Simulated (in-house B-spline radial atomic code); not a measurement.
Inner levels of silicon as electrons are removed. A shift is the extra binding of the orbital against the neutral atom ([Ne] 3s2 3p2). Computed with a B-spline radial code for spherical atoms: non-relativistic Hartree-Fock, average of the configuration, point nuclei.

```tsv
ion	configuration	shift of 1s (eV)	radius of 1s (bohr)	Σ<r²> (bohr²)	change of density at nucleus (bohr⁻³)
Si	[Ne] 3s2 3p2	0	0.11143	32.776	-
Si+	[Ne] 3s2 3p1	9.6556	0.11143	20.124	1.1224
Si2+	[Ne] 3s2	21.842	0.11142	11.951	2.6423
Si3+	[Ne] 3s1	37.262	0.11142	6.889	-1.3993
Si4+	[He] 2s2 2p6	?	?	?	?
Si5+	[He] 2s2 2p5	104.92	0.11131	2.3307	1.0735
Si6+	[He] 2s2 2p4	159.98	0.11116	1.8597	10.111
Si7+	[He] 2s2 2p3	?	?	?	?
Si8+	[He] 2s2 2p2	?	?	?	?
Si9+	[He] 2s2 2p1	352.22	0.11055	0.82864	42.963
Si10+	[He] 2s2	425.11	0.11027	0.57525	55.872
Si11+	[He] 2s1	491.46	0.11024	0.29143	-18.232
Si12+	1s2	560.48	0.1101	0.032437	-100.6
Si13+	1s1	794.04	0.10714	0.015306	-892.2
```

(1) Fill in the row of Si4+.

(2) Fill in the row of Si7+.

(3) Fill in the row of Si8+.

Answers

(1) shift of 1s (eV): 54.513; radius of 1s (bohr): 0.11142; Σ<r²> (bohr²): 2.8943; change of density at nucleus (bohr⁻³): -7.022.

(2) shift of 1s (eV): 219.59; radius of 1s (bohr): 0.11099; Σ<r²> (bohr²): 1.4613; change of density at nucleus (bohr⁻³): 20.097.

(3) shift of 1s (eV): 283.69; radius of 1s (bohr): 0.11078; Σ<r²> (bohr²): 1.1213; change of density at nucleus (bohr⁻³): 31.043.
